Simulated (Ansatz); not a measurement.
Consider the redistribution: `[NH2][In]([NH2])[SH]` + `CC(C)[SiH3]` → `C[CH](C)[In]([NH2])[NH2]` + `[SiH3]S`.

Program: Ansatz. Geometries: PBE0-D4/def2-TZVP. ΔE: electronic, gas phase. CCSD(T)/CBS is the MP2 limit (def2-TZVPP, def2-QZVPP) plus CCSD(T) − MP2 in def2-TZVPP, frozen cores. Functionals use def2-TZVPP. HSE06 is defined as in plane-wave codes. def2 core potentials past Kr. For In outer-core shells are correlated without core-valence functions, which leaves a few kJ/mol of doubt a bond. Each species was taken in one conformer, which may not be the lowest.

```csv
level,ΔE (eV)
r2SCAN-D4,0.61
PBE0-D4,0.61
HSE06-D4,0.61
ωB97X-V,0.61
PBE-QIDH,0.62
r2SCAN0,0.64
HF/def2-SVP,0.76
CCSD/CBS(def2),0.56
```

(1) What does CCSD(T)/CBS give? (An estimate is asked.)

Largest T1 diagnostic among the species: 0.014.

Results:

(1) The calculation gave: +0.55 eV. The listed levels differ from it by 0.06, 0.06, 0.06, 0.06, 0.07, 0.09, 0.21, 0.01 eV.

Leaving LDA and LC-ωPBE aside and taking each functional with its dispersion term where it has one, the values, not all of them listed here, spread over 0.09 eV, from BLYP-D4 to B97M-V. From BLYP to BHLYP (50 % exact exchange), in def2-TZVPP and without D4, ΔE moves by +0.09 eV.
